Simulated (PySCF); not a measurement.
# How the method changes the shape and vibrations of ClGeH3Si

All numbers below are calculated, not measured. The program is PySCF 2.14.0, an open-source quantum chemistry code, run on an isolated molecule that a program drew, which may never have been made. The molecule is ClGeH3Si (charge 0, singlet), drawn as the SMILES string `Cl[Si][GeH3]`.

The geometry was optimised and harmonic frequencies were computed with HF and MP2, all in the cc-pV(D+d)Z basis, for the commonest isotopes, with a restricted reference for singlets and an unrestricted one otherwise, and a frozen core in MP2. Germanium has the cc-pVDZ-PP basis, with a core potential (ECP10MDF) in place of its 10 inner electrons, and its 3s, 3p and 3d shells are frozen in MP2. Each result is a local minimum of its method.

Geometry at the HF minimum:
```xyz
6
ClGeH3Si, angstrom
Cl    0.6387   -2.2341   -1.8434
Si    0.4679   -1.1307   -0.0552
Ge    2.8950   -0.7816    0.2797
H     3.4862   -0.0212   -0.9154
H     3.1742    0.0288    1.5549
H     3.6086   -2.1352    0.4012
```

Lengths of the bonds as drawn, in Å (atoms numbered as above):
```
bond,HF,MP2
Cl1-Si2,2.108,2.098
Si2-Ge3,2.475,2.475
Ge3-H4,1.535,1.541
Ge3-H5,1.537,1.541
Ge3-H6,1.535,1.541
```

Rotational constants, in GHz:
```
constant     HF    MP2
       A  9.413  9.267
       B  1.626  1.662
       C  1.411  1.435
```

Harmonic frequencies in cm^-1, each column in rising order, so a row needn't be the same motion in every method:
```
rank    HF   MP2
   1    65    65
   2   127   120
   3   341   331
   4   394   353
   5   482   450
   6   524   527
   7   872     ?
   8   954   903
   9   962   911
  10  2196  2154
  11  2200  2161
  12  2205  2165
```

**Estimate the missing MP2 frequency from the HF column.**

A single factor s that minimises the squared misfit of MP2 against s times HF over the other rows is sum(HF x MP2) / sum(HF^2) = 0.9768, with an rms misfit of 18 cm^-1. For rank 7 it gives 0.9768 x 872 = 852 cm^-1. The calculation gives 813 cm^-1, 39 cm^-1 below the estimate. The drawn bonds are on average 0.1 % longer in MP2 than in HF.
